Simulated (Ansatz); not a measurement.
Geometry optimisation, RKS r2SCAN-D4/def2-SVP (Ansatz).

Input file:

```yaml
crystal:
  periodic: [false, false, false]
  atoms:
    - { symbol: Al, position_ang: [0.020508, -0.531666, -0.455506] }
    - { symbol: Cl, position_ang: [0.021971, 0.098128, 2.903681] }
    - { symbol: F, position_ang: [1.438017, 0.220472, -0.821428] }
    - { symbol: F, position_ang: [-1.431574, 0.138805, -0.845558] }
    - { symbol: Br, position_ang: [0.074465, -2.732831, 0.404061] }
    - { symbol: H, position_ang: [0.054212, -1.220807, 2.701551] }
basis:
  gaussian: { orbitals: def2-SVP }
hamiltonian:
  xc: r2scan
  dispersion: d4
relax:
  f_tol: 0.03
  max_steps: 50
output:
  orbitals: {}
```

Command:

```bash
$ ansatz run input.yaml --threads 4 --pin off --max-ram 5120MiB --backend cpu --events-out ev --progress --plain --runs-dir out
```

Problem. Where does it end, and by what steps?

Solution. It converged. After 9 steps the energy has fallen by 0.438 eV; Cl2 moved furthest, 0.61 Å. Joined: Al1–Cl2 (3.42 → 2.52 Å).

| step | energy less start (eV) | largest force component (eV/Å) | accepted |
| --- | --- | --- | --- |
| 0 | 0.0000 | 1.297 | yes |
| 1 | -0.2004 | 0.839 | yes |
| 2 | -0.2825 | 1.129 | yes |
| 3 | -0.3672 | 1.613 | yes |
| 4 | -0.4260 | 0.594 | yes |
| 5 | -0.4361 | 0.082 | yes |
| 6 | -0.4371 | 0.043 | yes |
| 7 | -0.4374 | 0.061 | yes |
| 8 | -0.4375 | 0.040 | yes |
| 9 | -0.4375 | 0.005 | yes |

```xyz
6
Properties=species:S:1:pos:R:3
Al 0.025 -0.550 -0.130
Cl 0.012 0.119 2.299
F 1.431 0.197 -0.588
F -1.418 0.125 -0.583
Br 0.082 -2.773 0.284
H 0.045 -1.145 2.605
```

Whether the end is a true minimum wasn't checked by a vibrational analysis.

The run took 27 s on 4 threads of Arm Neoverse V1, with other jobs on the host, peak memory 0.18 GiB.
